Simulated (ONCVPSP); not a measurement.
tellurium (Te): one change to an ONCV potential, before and after

```
Element                 : Te
Generator               : ONCVPSP 4.0.1
Type                    : optimised norm-conserving Vanderbilt (ONCV)
Functional              : LDA (Perdew-Zunger)
Relativity              : scalar-relativistic
Frozen core             : [Ar] 3d10
Valence charge          : 24
Reference configuration : 4s2 4p6 4d10 5s1.5 5p4.5
Partial waves           : 4s+5s: rc 1.15 bohr, ncon 4, nbas 7, qcut 9.2 1/bohr, 2 projectors; 4p+5p: rc 1.35 bohr, ncon 4, nbas 7, qcut 8.3 1/bohr, 3 projectors, debl 3 Ha; 4d: rc 1.10 bohr, ncon 4, nbas 9, qcut 11.3 1/bohr, 3 projectors, debl 3.4 Ha; f scattering state at 0.28 Ha: rc 1.20 bohr, ncon 5, nbas 10, qcut 10.3 1/bohr, 2 projectors, debl 2.4 Ha
Local potential         : polynomial inside 0.95 bohr (lpopt 5, dvloc0 0 Ha)
Core correction         : Teter function, fcfact 5.75, rcfact 1.55
```

Change: all radii but the core radius scaled by about 1.33 (s 1.52, p 1.80, d 1.46, f 1.60 bohr); local potential polynomial inside 1.26 bohr (lpopt 5, dvloc0 0 Ha).

Cutoffs: the cutoffs (Ha) at which the residual kinetic energy of the hardest occupied pseudo-wave falls to 1 and 0.1 mHa per electron; they do not see the model core or the augmentation charge, which bear on the density cutoff. Errors are all-electron minus pseudo energies relative to the spin-unpolarised reference configuration.

Q: What does the change do?

A: The potential gets softer (51 Ha and 77 Ha → 45 Ha and 51 Ha); of the 4 tests that both files solve, the error grows in 2 and shrinks in 1 by more than 15 % and 0.3 meV (median size 4.3 → 5.4 meV); neither file shows a bound ghost. A larger radius leaves more room for a smooth pseudo-wave, so fewer plane waves are needed.

| quantity | base | changed |
| --- | --- | --- |
| cutoff, loose | 51 Ha | 45 Ha |
| cutoff, tight | 77 Ha | 51 Ha |
| loose cutoff by channel | s 38 Ha, p 27 Ha, d 51 Ha | s 28 Ha, p 25 Ha, d 45 Ha |
| bound ghosts | none | none |
| GHOST(+) flags under 300 eV | none | none |
| error for 4s2 4p6 4d10 5s2 5p4, meV [ΔE -4.65 eV] | 0.0 | -0.3 |
| error for 4s2 4p6 4d10 5s2 5p3, meV [ΔE 5.27 eV] | -2.1 | -2.9 |
| error for 4s2 4p6 4d10 5s2 5p2, meV [ΔE 23.44 eV] | -6.4 | -8.0 |
| error for 4s2 4p5 4d10 5s2 5p4, meV [ΔE 118.06 eV] | -153 | -63 |
| rms error of d²Exc/dni dnj with the model core, mHa | 1.97 | 2.51 |
